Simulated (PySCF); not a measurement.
SMILES [CH3][Zn][CH3] (CAM-B3LYP/def2-SVP optimised geometry):

```
9

C      1.942    -0.005     0.000
Zn     0.001    -0.005     0.000
C     -1.940    -0.002     0.002
H      2.347    -0.249    -0.995
H      2.347    -0.744     0.710
H      2.346     0.979     0.286
H     -2.343     0.222     1.002
H     -2.344     0.753    -0.691
H     -2.347    -0.979    -0.304
```

Level of theory: PySCF with CAM-B3LYP/def2-TZVP.

Q: What are the frontier orbital energies and the dipole moment?

A: HOMO-2 -11.82 eV, HOMO-1 -10.33 eV, HOMO -8.51 eV, LUMO 0.90 eV, LUMO+1 0.90 eV; dipole moment 0.00 D.

Meta-Löwdin charges at CAM-B3LYP/def2-TZVP: C1 -0.86, Zn2 1.06, C3 -0.86, H4 0.11, H5 0.11, H6 0.11, H7 0.11, H8 0.11, H9 0.11.
